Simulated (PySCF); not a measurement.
A structure optimised at B3LYP-D3(BJ)/def2-TZVP, used in a PySCF frequency run:

```
C
H 1 1.0810
C 1 1.4864 2 121.00
H 3 1.0912 1 110.65 2 29.33
H 3 1.0947 4 107.80 1 -122.22
H 3 1.0992 4 107.48 5 -114.75
S 1 1.7283 2 113.43 3 -162.86
H 7 1.3456 1 97.77 2 -173.60
```
Charge 0, spin multiplicity 2.

Problem. Write its SMILES and formula.

Solution. C[CH]S, C2H5S

Problem. What are its rotational constants (standard atomic weights)?

Solution. 38.620, 5.4149, 4.9150 GHz
